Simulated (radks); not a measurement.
The mean radii <r> (bohr) of the occupied orbitals of an atom or ion are listed with their occupations. All-electron calculation, Dirac Kohn-Sham, exchange-only PBE, spin-unpolarised, spherical densities, point nucleus. Program: a radial shooting solver on a logarithmic mesh with Libxc functionals.

| orbital | occ. | <r> |
|---|---|---|
| 1s1/2 | 2 | 0.02905 |
| 2s1/2 | 2 | 0.1251 |
| 2p1/2 | 2 | 0.1058 |
| 2p3/2 | 4 | 0.1112 |
| 3s1/2 | 2 | 0.3391 |
| 3p1/2 | 2 | 0.3299 |
| 3p3/2 | 4 | 0.3411 |
| 3d3/2 | 4 | 0.3125 |
| 3d5/2 | 6 | 0.3161 |
| 4s1/2 | 2 | 0.8178 |
| 4p1/2 | 2 | 0.8640 |
| 4p3/2 | 4 | 0.8933 |
| 4d3/2 | 4 | 1.070 |
| 4d5/2 | 6 | 1.083 |
| 4f5/2 | 2 | 4.475 |

Name the element and its charge. Open shells, if any, fill j = l - 1/2 first.

Answer. Z = 50, tin, charge +2: Sn2+ in [Kr] 4d10 4f2. The 1s radius gives Z: for a bare nucleus <r> = (2 gamma + 1)/(2Z) with gamma = sqrt(1 - (Z/c)^2), 0.02862 bohr for Z = 50, and screening makes it slightly larger (0.02905 here). The occupations add up to 48, and the charge is Z minus that.
